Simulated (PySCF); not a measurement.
A GIAO shielding run with PySCF (density fitting, non-relativistic, gas phase) on SMILES CO[Si@@]([SiH3])(Cl)C(C)C, C4H13ClOSi2:

```
$ OMP_NUM_THREADS=1 python probes_run.py task.json out

{"job": {"kind": "nmr", "xc": "PBE0", "basis": "pcSseg-1"}, "charge": 0, "multiplicity": 1}
C      2.491040    -1.722981     0.492674
O      1.152996    -1.377509     0.279742
Si     0.564446    -0.066416    -0.490091
Si     1.252286     1.910365     0.500491
Cl     1.219932    -0.165732    -2.434924
C     -1.314245    -0.410359    -0.467833
C     -2.064260     0.629245    -1.295113
C     -1.850923    -0.429052     0.961189
H      2.513168    -2.714184     0.945237
H      2.970390    -1.005237     1.163332
H      3.038331    -1.742899    -0.452334
H      0.533646     3.078342    -0.014162
H      2.685575     2.174856     0.321238
H      1.027446     1.872448     1.951173
H     -1.505153    -1.394593    -0.910298
H     -3.132015     0.415073    -1.304499
H     -1.709660     0.637716    -2.323039
H     -1.923049     1.624811    -0.877430
H     -2.916001    -0.656319     0.966081
H     -1.708256     0.540192     1.436157
H     -1.334614    -1.180825     1.551937
```

Hardware: 1 thread of an AMD EPYC 7R43 64-Core, shared host. The job also computes population analyses, field gradients.

Task: How large is the calculation?

Result: 90 electrons, 222 basis functions and 1222 auxiliary functions.

Task: How long does it take, and how much memory does it need?

Result: 71 s of wall time, with 14 SCF cycles and 4 response iterations; peak memory 1.1 GiB. Times on a shared host scatter by some tens of per cent.
